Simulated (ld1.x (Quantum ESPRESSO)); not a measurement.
# What one change does to a pseudopotential (hydrogen (H), TM)

hydrogen (H), norm-conserving Troullier–Martins (Kleinman–Bylander form), made with ld1.x (Quantum ESPRESSO) 7.5 (PBE, scalar-relativistic). Core none, reference 1s1. Waves: 2p channel at 0.25 Ry: rc 1.50 bohr; 1s (bound): rc 1.45 bohr. Local part: the s channel. Core correction: none.

Change: type PAW; waves now 1s (bound): rcut 1.25, rcutus 1.45 bohr; 1s channel at 0.05 Ry: rcut 1.25, rcutus 1.45 bohr; 2p channel at 0.25 Ry: rcut 1.30, rcutus 1.50 bohr; 2p channel at 2.2 Ry: rcut 1.30, rcutus 1.50 bohr; local potential all-electron potential smoothed inside 1.45 bohr (lloc = -1); augmentation PSQ, inside the norm-conserving radii.

Cutoffs: the cutoffs (Ry, on a coarse ladder) from which the occupation-weighted sum of valence levels, in a spherical-Bessel basis at the reference potential, stays within 10 and 1 mRy of its value at 400 Ry; they do not see the model core or the augmentation charge, which bear on the density cutoff. Errors are all-electron minus pseudo energies relative to the spin-unpolarised reference configuration.

Question: How do hardness, ghosts and transferability respond?

Answer: The potential gets softer (18 Ry and 30 Ry → 12 Ry and 18 Ry); the range in which the s phases agree widens (upper end 3.6 → 4.9); neither file shows a bound ghost. Several settings change at once here, so the effects cannot be laid on one of them.

```tsv
quantity	base	changed
cutoff, loose	18 Ry	12 Ry
cutoff, tight	30 Ry	18 Ry
bound ghosts	none	none
error for 1s0.5, meV [ΔE 4.76 eV]	+2.9	-0.1
s: phases at 1.66 bohr within 0.05 rad from the reference energy up to (Ry; the scan ends near 5)	3.6	4.9
p: phases at 1.66 bohr within 0.05 rad from the reference energy up to (Ry; the scan ends near 5)	to the end of the scan	to the end of the scan
```
